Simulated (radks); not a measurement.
Initial-state core-level shifts of neutral indium when its valence configuration changes from [Kr] 4d10 5s2 5p1. Method: scalar-relativistic Kohn-Sham, LDA (Slater exchange, Perdew-Wang correlation), spin-polarised, spherical densities, finite nucleus; open shells are filled with parallel spins first (spin-orbit coupling, left out, can overturn this in heavy ions); Fermi nuclear charge, rms radius 4.6156 fm; computed with a radial shooting solver on a logarithmic mesh with Libxc functionals. Shifts are changes of the shell-averaged eigenvalues in eV (positive: less bound); the change of the density at the nucleus, which sets a Mossbauer isomer shift, is in e/bohr^3, on a base of 1.788e+05.

valence                1s       3s       4s       4p  density at nucleus
4d9 5s2 5p2        -7.089   -7.226   -6.482   -6.245              +16.61
4d10 5s1.5 5p1.5   -0.732   -0.727   -0.739   -0.738              -14.20
4d8 5s2 5p3       -14.331  -14.601  -12.886  -12.381              +33.88
4d10 5s1 5p2       -1.361   -1.354   -1.383   -1.383              -29.44
4d10 5p3           -2.884   -2.864   -2.903   -2.899              -61.08
4d9.5 5s2 5p1.5    -3.532   -3.600   -3.257   -3.143               +8.23
4d9 5p4           -10.006  -10.132   -9.378   -9.126              -55.40
4d8 5s1 5p4       -15.792  -16.063  -14.328  -13.811               -5.38
4d9 5s1 5p3        -8.205   -8.349   -7.620   -7.377              -18.31
